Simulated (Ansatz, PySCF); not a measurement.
Species: CH4BO, net charge 0, doublet state. It need not be the lowest isomer of its formula. SMILES: [BH]OC
Structure (B3LYP-D3(BJ)/def2-TZVP (Ansatz, an electronic-structure program) minimum search):
```
C
H 1 1.0889
H 1 1.0889 2 109.47
H 1 1.0910 2 110.13 3 121.23
O 1 1.4399 2 108.16 3 -117.64
B 5 1.3201 1 124.81 2 -120.76
H 6 1.2036 5 125.03 1 0.00
```
Charge 0, spin multiplicity 2.

Wanted: atomisation energy (electronic, to ground-state atoms), in kJ/mol. Valence correlation only, unless marked. UHF or UKS for open shells. Spin-orbit coupling is left out. Non-relativistic. The coupled-cluster limit lacks core correlation, which all-electron functionals hold. Basis-set limits of correlation are two-point, X^-3; Hartree-Fock from the larger set. The bracket is a focal-point correction in the basis named.

```csv
level,program,atomisation energy (kJ/mol)
BP86/def2-TZVPD,PySCF,2624.8
r2SCANh/def2-TZVPD,Ansatz,2551.3
PW6B95/def2-TZVPD,PySCF,…
wB97M-V/def2-TZVPD,Ansatz,…
SCS-MP2/cc-pVDZ,Ansatz,2369.7
"RI-MP2/CBS(aug-cc-pVTZ,aug-cc-pVQZ)+[CCSD(T)-MP2]/aug-cc-pVTZ",Ansatz,2535.2
```

Problem. Complete the blanks.

Solution. 
- PW6B95/def2-TZVPD, atomisation energy (kJ/mol): 2546.2
- wB97M-V/def2-TZVPD, atomisation energy (kJ/mol): 2545.0
